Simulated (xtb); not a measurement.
xtb input (GFN1-xTB):

```bash
xtb mol.xyz --gfn 1 --sp --chrg 0 --uhf 0
```
mol.xyz:
```
10

F      1.34890204     0.41912652    -0.79375472
C      0.37436218     0.07369748     0.08190089
F      0.99190072    -0.07109754     1.27919053
C     -0.88901082     0.92750623     0.06623804
C     -1.56896671    -0.38367707    -0.36094099
O     -0.28397136    -1.08163743    -0.30469827
H     -0.87414125     1.72035656    -0.67576421
H     -1.16986936     1.31427114     1.04139520
H     -1.97677581    -0.40610795    -1.37002631
H     -2.27297553    -0.81284099     0.34987157
```

End of the output:

```
         :::::::::::::::::::::::::::::::::::::::::::::::::::::
         ::                     SUMMARY                     ::
         :::::::::::::::::::::::::::::::::::::::::::::::::::::
         :: total energy             -23.479111725516 Eh    ::
         :: gradient norm              0.027657772282 Eh/a0 ::
         :: HOMO-LUMO gap              9.486590170961 eV    ::
         ::.................................................::
         :: SCC energy               -23.599785787802 Eh    ::
         :: -> electrostatic           0.084553047432 Eh    ::
         :: repulsion energy           0.123263068336 Eh    ::
         :: dispersion energy         -0.002589006050 Eh    ::
         :: halogen bond corr.         0.000000000000 Eh    ::
         :: add. restraining           0.000000000000 Eh    ::
         :: total charge               0.000000000000 e     ::
         :::::::::::::::::::::::::::::::::::::::::::::::::::::

           -------------------------------------------------
          |                Property Printout                |
           -------------------------------------------------

    * Orbital Energies and Occupations

         #    Occupation            Energy/Eh            Energy/eV
      -------------------------------------------------------------
         1        2.0000           -0.8862044             -24.1148
       ...           ...                  ...                  ...
         6        2.0000           -0.6479328             -17.6311
         7        2.0000           -0.6446150             -17.5409
         8        2.0000           -0.6430449             -17.4981
         9        2.0000           -0.6314673             -17.1831
        10        2.0000           -0.5958627             -16.2142
        11        2.0000           -0.5818347             -15.8325
        12        2.0000           -0.5674703             -15.4417
        13        2.0000           -0.5594152             -15.2225
        14        2.0000           -0.5492686             -14.9464
        15        2.0000           -0.5444921             -14.8164
        16        2.0000           -0.5240957             -14.2614
        17        2.0000           -0.5034338             -13.6991
        18        2.0000           -0.5010872             -13.6353 (HOMO)
        19                         -0.1524615              -4.1487 (LUMO)
        20                         -0.1502246              -4.0878
Note: The following floating-point exceptions are signalling: IEEE_DENORMAL
normal termination of xtb
        21                         -0.1187821              -3.2322
        22                         -0.0850514              -2.3144
        23                         -0.0552357              -1.5030
        24                         -0.0499519              -1.3593
        25                         -0.0124669              -0.3392
        26                         -0.0063663              -0.1732
        27                          0.0664674               1.8087
        28                          0.1927906               5.2461
        29                          0.2567521               6.9866
       ...                                ...                  ...
        32                          0.3392416               9.2312
      -------------------------------------------------------------
                  HL-Gap            0.3486258 Eh            9.4866 eV
             Fermi-level           -0.3267744 Eh           -8.8920 eV

  Mulliken/CM5 charges         n(s)   n(p)   n(d)
     1F    -0.25838 -0.27809   1.823  5.435  0.000
     2C     0.63998  0.69235   0.990  2.370  0.000
     3F    -0.25838 -0.27809   1.823  5.435  0.000
     4C    -0.09811 -0.19400   1.044  3.054  0.000
     5C     0.18888  0.10747   1.013  2.799  0.000
     6O    -0.44405 -0.51592   1.705  4.739  0.000
     7H     0.06597  0.12284   0.934  0.000  0.000
     8H     0.06597  0.12284   0.934  0.000  0.000
     9H     0.04906  0.11030   0.951  0.000  0.000
    10H     0.04906  0.11030   0.951  0.000  0.000

Wiberg/Mayer (AO) data.
largest (>0.10) Wiberg bond orders for each atom

 ---------------------------------------------------------------------------
     #   Z sym  total        # sym  WBO       # sym  WBO       # sym  WBO
 ---------------------------------------------------------------------------
     1   9 F    1.040 --     2 C    0.911
     2   6 C    3.793 --     6 O    0.990     4 C    0.963     1 F    0.911
                             3 F    0.911
     3   9 F    1.040 --     2 C    0.911
     4   6 C    3.989 --     5 C    1.002     7 H    0.977     8 H    0.977
                             2 C    0.963
     5   6 C    3.898 --     4 C    1.002    10 H    0.979     9 H    0.979
                             6 O    0.915
     6   8 O    2.033 --     2 C    0.990     5 C    0.915
     7   1 H    1.000 --     4 C    0.977
     8   1 H    1.000 --     4 C    0.977
     9   1 H    1.010 --     5 C    0.979
    10   1 H    1.010 --     5 C    0.979
 ---------------------------------------------------------------------------

Topologies differ in total number of bonds
Writing topology from bond orders to xtbtopo.mol

 dipole moment from electron density (au)
     X       Y       Z
  -1.4922   0.8294  -0.0608  total (Debye):    4.342

           -------------------------------------------------
          | TOTAL ENERGY              -23.479111725516 Eh   |
          | GRADIENT NORM               0.027657772282 Eh/α |
          | HOMO-LUMO GAP               9.486590170961 eV   |
           -------------------------------------------------

------------------------------------------------------------------------
------------------------------------------------------------------------
 total:
 SCF:
```
